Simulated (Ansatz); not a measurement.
Cl2S2W, SMILES `[S]=[W](=[S])([Cl])[Cl]`. Total charge 0; spin multiplicity 1. Correlated methods include outer-core shells of W, which these sets cover unevenly. W: def2 effective core potential.

```xyz
5

S     0.9531   -1.8474   -0.3605
W     0.0001    0.0001    0.0001
S    -1.9829   -0.1360   -0.7077
Cl   -0.0409    0.3780    2.2091
Cl    1.0706    1.6052   -1.1409
```

**Question.** Give the diagnostics of a CCSD(T)/def2-TZVPP run (frozen core, Ansatz 0.2.0). (Estimate.)

**Answer.** Ansatz gave: T1 = 0.0214, largest single amplitude 0.055, largest double 0.054, (T) share of the correlation energy 6.4 %, 13 CCSD cycles. The RHF solution is unstable towards an unrestricted one. T1 lies over the customary mark of 0.02 for closed shells; compounds of d metals often pass it without a breakdown.
